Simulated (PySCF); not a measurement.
Species: C₃H₁₀NSi₂ (doublet state).
Z-matrix (Å and degrees, GFN2-xTB geometry), rows numbered from 1:
```
C 
Si  1  1.8995
C   2  1.9166  1  112.47
C   3  1.4766  2  108.85  1   106.09
Si  4  1.8431  3  117.21  2    17.31
N   2  1.7240  1  113.84  3   109.39
H   1  1.0859  2  111.70  3   -54.98
H   1  1.0854  2  110.57  3  -174.94
H   1  1.0854  2  111.25  3    65.73
H   2  1.4738  1  110.22  3  -125.08
H   3  1.0957  2  107.01  1  -135.85
H   3  1.0927  2  114.77  1   -19.26
H   4  1.0800  3  118.03  2  -158.88
H   5  1.4732  4  116.63  3   101.80
H   5  1.4715  4  115.21  3  -127.94
H   6  1.0043  2  121.08  1    66.43
```

The hyperfine couplings belong to this conformer and change with its torsions.

Identity: `C[Si@H]1C[CH][SiH2]N1` [radical].

Computed, not measured: UKS B3LYP, pcH-1 on C H N Si, non-relativistic, mean-field spin-orbit, GIAO in PySCF 2.14.0. The structure is a single GFN2-xTB conformer in the gas phase; no vibrational or solvent corrections. The geometry wasn't refined by DFT: couplings that depend on bond lengths, twists or pyramidal angles can differ widely from those at the functional's own minimum. The SCF solution wasn't tested for stability.

**Question.** The isotropic 13C couplings are +79.2, -28.7, +2.7 MHz. Assign them to C1; C3; C4.

**Answer.** 
```json
{"site": "C1", "a_iso (MHz)": "+2.7", "ρ(0) (bohr⁻³)": "+0.0024", "position": "3 bonds from C4", "distance from C4 (Å)": "4.02", "spin population": "0.00", "largest |T| (MHz)": "0.9"}
{"site": "C3", "a_iso (MHz)": "-28.7", "ρ(0) (bohr⁻³)": "-0.0256", "position": "1 bond from C4", "distance from C4 (Å)": "1.48", "spin population": "-0.08", "largest |T| (MHz)": "3.5"}
{"site": "C4", "a_iso (MHz)": "+79.2", "ρ(0) (bohr⁻³)": "+0.0706", "position": "largest spin population", "distance from C4 (Å)": "0.00", "spin population": "+1.00", "largest |T| (MHz)": "148.7"}
```

**Question.** The isotropic 29Si couplings are +45.8, -19.2 MHz. Assign them to Si2; Si5.

**Answer.** 
```json
{"site": "Si2", "a_iso (MHz)": "-19.2", "ρ(0) (bohr⁻³)": "+0.0216", "position": "2 bonds from C4", "distance from C4 (Å)": "2.77", "spin population": "+0.01", "largest |T| (MHz)": "4.5"}
{"site": "Si5", "a_iso (MHz)": "+45.8", "ρ(0) (bohr⁻³)": "-0.0516", "position": "1 bond from C4", "distance from C4 (Å)": "1.84", "spin population": "-0.03", "largest |T| (MHz)": "3.4"}
```

ρ(0) is the spin density at the nucleus and T the dipolar tensor; a_iso includes a spin–orbit part; entries for several nuclei are means. The Mulliken spin populations are largest on C4 (+1.00), C3 (-0.08) and H11 (+0.07). No atom but C4 exceeds +0.15. The positive populations add up to 1.15 and the negative ones to -0.15, together 2S = 1. The angles at C4 add up to 359.9°, so it is planar; its axial dipolar tensor and the negative coupling of its proton fit spin in a p orbital normal to that plane.

Class means assume fast exchange of nuclei equivalent by connectivity; if that motion is slow, each nucleus keeps its own coupling.
